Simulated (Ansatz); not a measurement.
Abridged output of a molecular run in Ansatz:

```
Functional definition: HF
1208 factors; integrals over basis functions are off by at most 1.2e-3 eV
mean field evaluation 1: about -117210.1938 eV, gradient 3.9e1 eV
mean field evaluation 2: about -117210.2266 eV, gradient 3.9e1 eV
mean field evaluation 4: about -117213.4634 eV, gradient 2.7e0 eV
mean field evaluation 8: about -117213.4933 eV, gradient 1.5e-4 eV
mean field -117213.49328299 eV, -4307.5164279905 hartree, gradient 3.0e-6 eV, S^2 0.000000; 0 other end points of the search recorded, 0 dependent functions left out
20 core orbitals not correlated: weight in the atoms' cores, before any rotation towards them, 1.000 or more for the frozen orbitals, at most 0.000 for the correlated occupied ones
reference -117213.49328299 eV, -4307.5164279905 hartree; 23, 23 occupied and 79, 79 virtual orbitals, 1208 factors
second order -22.41657000 eV of doubles, -0.00000000 eV of singles
cycle   1  -22.18692011 eV  change    2.3e-1 eV  update   1.2e-1
cycle   2  -22.88519088 eV  change   -7.0e-1 eV  update   3.4e-2
cycle   3  -23.01152264 eV  change   -1.3e-1 eV  update   1.7e-2
cycle   4  -22.99846631 eV  change    1.3e-2 eV  update   3.6e-3
cycle   5  -22.99739674 eV  change    1.1e-3 eV  update   1.6e-3
cycle   6  -22.99783998 eV  change   -4.4e-4 eV  update   4.6e-4
cycle   7  -22.99751282 eV  change    3.3e-4 eV  update   1.7e-4
cycle   8  -22.99748053 eV  change    3.2e-5 eV  update   6.0e-5
cycle   9  -22.99749656 eV  change   -1.6e-5 eV  update   2.3e-5
perturbative correction -0.57433962 eV, -0.0211065917 hartree
Total energy: -117237.06511916 eV, -4308.3826769924 hartree
```

Its atoms:

Z-matrix (Å, degrees):
```
Ge
N 1 1.807
F 1 1.750 2 110.3
H 1 1.532 2 110.3 3 115.6
H 1 1.531 2 109.4 3 -115.0
Ge 2 1.843 1 125.5 3 73.5
H 2 1.010 1 114.8 3 -80.8
H 6 1.538 2 108.5 1 144.7
H 6 1.535 2 105.8 1 25.5
H 6 1.540 2 111.8 1 -94.7
```

Q: Which basis set was used?
A. def2-SVPD
B. def2-SVP
C. def2-QZVPP
D. def2-TZVPPD

A: B. It gives 122 functions.

Q: Write the keys of the input that set method, charge and spin (a neutral closed shell needs none for the last two).

A: 
```yaml
correlation: {method: ccsd_t}
```
